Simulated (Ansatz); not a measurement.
SiH(NHEt)3 (C₆H₁₉N₃Si), relaxed as a singlet with RKS r2SCAN-D4/def2-SVP in Ansatz, starting from the GFN2-xTB geometry. Force threshold 0.03 eV/Å.

Start:

```xyz
29

Si   -0.0704    0.2181    0.0630
H     0.2268   -1.1617   -0.3985
N    -1.3763    0.2727    1.1786
C    -2.6244   -0.4174    0.9919
C    -2.6094   -1.8543    1.5156
H    -1.1269    0.3388    2.1526
H    -3.4234    0.1402    1.4968
H    -2.8410   -0.4238   -0.0781
H    -1.8340   -2.4244    1.0110
H    -3.5703   -2.3332    1.3436
H    -2.4035   -1.8619    2.5840
N    -0.4973    1.2758   -1.2229
C     0.2772    1.4262   -2.4261
C    -0.0757    0.4065   -3.5094
H    -1.4829    1.3926   -1.3966
H     0.1318    2.4390   -2.8237
H     1.3297    1.3177   -2.1560
H     0.0831   -0.6012   -3.1342
H     0.5421    0.5578   -4.3913
H    -1.1211    0.5080   -3.7952
N     1.2638    0.9586    0.8538
C     2.0398    0.3198    1.8835
C     3.1697   -0.5557    1.3398
H     1.8281    1.5752    0.2914
H     2.4652    1.0882    2.5415
H     1.3590   -0.2939    2.4767
H     2.7598   -1.3383    0.7067
H     3.7237   -1.0135    2.1556
H     3.8569    0.0440    0.7458
```

Task: Estimate the energy that the relaxation releases and the steps that it takes.

Result: 0.34 eV, in 15 steps; 89 s on 4 threads of Arm Neoverse V2 on a shared host. The force fell under the threshold at step 11, but the optimiser went on. No frequencies were taken in this run, so the end may be a saddle point.

Task: Does the start keep its bonding?

Result: By distances, no bond broke or formed. The bond that changes most is Si1–H2, from 1.48 to 1.51 Å (atoms count from 1).

Task: Predict the relaxed structure.

Result: 
```tsv
atom	x (Å)	y (Å)	z (Å)
Si1	-0.090	0.222	0.048
H2	0.183	-1.181	-0.426
N3	-1.502	0.191	1.042
C4	-2.654	-0.671	0.864
C5	-2.752	-1.780	1.908
H6	-1.468	0.676	1.934
H7	-3.595	-0.082	0.865
H8	-2.593	-1.121	-0.144
H9	-1.860	-2.426	1.873
H10	-3.645	-2.407	1.751
H11	-2.818	-1.354	2.925
N12	-0.339	1.283	-1.296
C13	0.430	1.278	-2.526
C14	-0.286	0.604	-3.694
H15	-1.236	1.756	-1.359
H16	0.713	2.310	-2.816
H17	1.385	0.758	-2.329
H18	-0.517	-0.446	-3.455
H19	0.325	0.627	-4.612
H20	-1.239	1.115	-3.914
N21	1.263	0.804	0.950
C22	2.069	0.031	1.874
C23	3.450	-0.325	1.331
H24	1.656	1.704	0.689
H25	2.181	0.564	2.841
H26	1.517	-0.897	2.115
H27	3.362	-0.919	0.407
H28	4.038	-0.903	2.064
H29	4.021	0.588	1.089
```
Bond lengths: 3 × C–C 1.53 Å; 3 × N–Si 1.73 Å; 3 × C–N 1.45 Å; 15 × C–H 1.10 to 1.11 Å; 3 × H–N 1.02 Å; 1 × H–Si 1.51 Å.
